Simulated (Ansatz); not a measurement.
Reaction (ligand exchange at the Al–Se bond): `[CH3][Al]([CH3])[SeH]` + `BN` → `B[NH][Al]([CH3])[CH3]` + H₂Se

Program: Ansatz. Geometries: PBE0-D4/def2-TZVP. ΔE: electronic, gas phase. CBS: MP2 limit from def2 TZ/QZ plus the TZ coupled-cluster correction, frozen cores. This one scheme is used for every species. DFT in def2-TZVPP. For Se outer-core shells are correlated without core-valence functions, which leaves a few kJ/mol of doubt a bond. Scalar relativity is left out up to krypton. One conformer a species, not always the lowest.

| level | ΔE (kcal/mol) |
| --- | --- |
| r2SCAN-D4 | 12.1 |
| B2PLYP | 11.3 |
| PBE | 13.3 |
| HF/def2-TZVPP | 11.5 |
| HF/def2-QZVPP | 11.1 |
| HF/CBS(def2) | 11.0 |
| MP2/CBS(def2) | 12.5 |
| CCSD/CBS(def2) | 11.6 |

Q: What does CCSD(T)/CBS give? (An estimate is asked.)

A: Ansatz gave: +11.7 kcal/mol. The listed levels differ from it by 0.4, -0.4, 1.6, -0.2, -0.6, -0.7, 0.8, -0.1 kcal/mol.

Largest T1 diagnostic among the species: 0.012.
